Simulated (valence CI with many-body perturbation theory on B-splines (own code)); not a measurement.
**Fe¹⁹⁺ in brief**

Computed by relativistic CI+MBPT: five valence electrons over a frozen Dirac-Fock core [He], radial functions for each j: 9 s, 9 p, 8 d, 6 f, 3 g, 1 h, with the one-electron correlation potential Σ1, the two-electron term Σ2, the three-electron term Σ3, Breit, model QED; selected CI, second order for the rest (own B-spline code, finite nucleus).

No measured spectrum was set against this ion. As an estimate, levels of excited configurations hold to 0.05 to 0.15 % of their energy, terms of the ground configuration to about 0.5 %. Among the levels kept, up to 2100 cm⁻¹ of a level comes from second order outside the variational space, and about a tenth of that is noise between levels of different J, which matters for small intervals.

Rates and lifetimes use the calculated energies. Strong lines usually hold to 10 to 20 %, long lifetimes can be off by a factor of two.

**Question.** What is the ground level?

**Answer.** 2s2 2p3 4S°_3/2, composition 88 % 2s2 2p3 4S° + 10 % 2s2 2p3 2P° + 2 % 2s2 2p3 2D°, g = 1.906.

**Question.** How well does LS coupling describe the low levels?

**Answer.** Among the lowest 20 levels the leading LS term, summed over configurations, holds 88 % on average. For single configurations the figures are 87 % in LS and 78 % in jj coupling. Terms mix most in the J = 3/2 level at 66.495 Ry, where the leading one holds 66 %.

**Question.** Where does the other parity begin?

**Answer.** At 2s 2p4 4P_5/2, 6.861 Ry.

**Question.** What is the ionisation energy?

**Answer.** 1573.1 eV; NIST lists 1575.6 ± 0.5 eV (measured).

**Question.** What are the static dipole polarisabilities of the lowest levels?

**Answer.** 2s2 2p3 4S°_3/2 0.0108 (tensor 0.00012); 2s2 2p3 2D°_3/2 0.00950 (tensor 0.0020); 2s2 2p3 2D°_5/2 0.00966 (tensor 0.00069); 2s2 2p3 2P°_1/2 0.00850 bohr³, of which the core gives 2.01e-05.
